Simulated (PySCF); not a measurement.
Below is a simulated gas-phase C 1s photoelectron spectrum of `C=C[Si](Cl)(Cl)Cl`.

Every computed line was given a Gaussian of 0.6 eV full width at half maximum and an area set by the number of equivalent atoms; the highest printed point is 100. The calculation used delta-SCF UKS SCAN, pcX-2 on the ionised atom, pcseg-1 elsewhere, spin-free X2C (PySCF).

(binding energy (eV), intensity): (290.0, 0), (290.1, 1), (290.2, 3), (290.3, 7), (290.4, 16), (290.5, 30), (290.6, 49), (290.7, 70), (290.8, 89), (290.9, 100), (291.0, 99), (291.1, 88), (291.2, 68), (291.3, 47), (291.4, 28), (291.5, 15), (291.6, 7), (291.7, 3), (291.8, 1), (291.9, 0)

Task: Count the maxima, the lines and the sites behind this envelope.

Result: The curve has 1 maximum (at 290.9 eV). Under it lie 2 lines from 2 inequivalent carbon sites. At this width some lines have no maximum of their own.

Task: Decompose the envelope and assign each component. Numbering: `[CH2:1]=[CH:2][Si:3]([Cl:4])([Cl:5])[Cl:6]`.

Result: 
| position (eV) | relative area | line | atoms | environment |
| --- | --- | --- | --- | --- |
| 290.83 | 1 | C 1s | C2 | alkene CH carbon |
| 291.06 | 1 | C 1s | C1 | terminal =CH2 carbon |

Task: Above which line width would these two lines show one maximum?

Result: Two equal Gaussians merge once their distance is under 2σ = FWHM/1.177. With 0.24 eV between them that is a full width over 0.28 eV.

The 2 C 1s values lie within 0.23 eV of each other; Gaussian lines of 0.5 eV full width would blend them into one maximum.

Shake-up satellites, vibrational structure and lifetime widths aren't simulated. Geometry: GFN2-xTB; no solvent, vibrations or thermal averaging.

The values belong to the conformer `[CH2:1]=[CH:2][Si:3]([Cl:4])([Cl:5])[Cl:6]`: C1–C2–Si3–Cl4 1°.
